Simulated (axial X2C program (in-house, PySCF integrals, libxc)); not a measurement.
# SiTe: cheaper levels and CCSD(T), two-component

All values were computed with an in-house all-electron X2C program for linear molecules (integrals from PySCF). Two-component (2c) means X2C with spin–orbit coupling and atomic mean-field two-electron Coulomb and Gaunt terms. Basis: Te dyall-cv3z [11s12p8d4f1g], Si dyall-v3z [8s7p2d1f] (cores contracted in-house); Gaussian nuclei, density fitting, unrestricted open shells. Masses: Te 129.906 u, Si 27.977 u.

State: Ω = 0 (closed shell); fragments Te + Si.

```tsv
level	Re (Å)	ωe (cm⁻¹)	De (eV)
PBE0	2.276	491.6	4.34
HF	2.260	519.6	n/a
CCSD	2.285	493.5	3.89
B3LYP	2.293	473.4	4.24
```

Correlated methods: 10 electrons correlated (number of frozen shells: Te 4 s, 3 p, 2 d; Si 2 s, 1 p), 218 virtual spin orbitals or spinors in MP2, 90 natural virtuals in coupled cluster.

CCSD(T), same Hamiltonian and basis:

Re = 2.301 Å, ωe = 473.9 cm⁻¹, De = 4.18 eV; T1 = 0.029 (Lee–Taylor normalisation).

Give the differences from CCSD(T) in the columns below.



```csv
level,ΔRe (Å),Δωe (cm⁻¹),ΔDe (eV)
PBE0,-0.025,18,0.16
HF,-0.041,46,n/a
CCSD,-0.016,20,-0.29
B3LYP,-0.008,0,0.06
```

The state is one determinant whose occupation by symmetry is held fixed; it was picked as the lowest of a PBE0 search that is not exhaustive. Closed shells are restricted here (equal orbitals for both partners); the stretched side of such a curve lies too high. De is counted from the lowest determinant-based energies of the atoms at the same level, without counterpoise correction. De is not given where an atomic determinant may have missed its ground term or J level, or where the truncated virtual space spoils (T). Coupled cluster ran in a truncated set of natural virtual spinors; the MP2 energy of the rest was added. (T) has no such correction and the atoms are truncated less, which lowers De at CCSD(T) by a hundredth of an eV or more. In 2c an atomic determinant is not the ground J level, so De misses part of the atomic spin–orbit lowering. This holds for PBE0, CCSD, B3LYP, CCSD(T). Without a current term, density functionals place determinants with orbital angular momentum somewhat too high. The T1 diagnostic is large, a sign of multireference character. With the outer-core shells frozen, correlated bond lengths of heavy atoms tend to come out a few hundredths of an ångström too long.
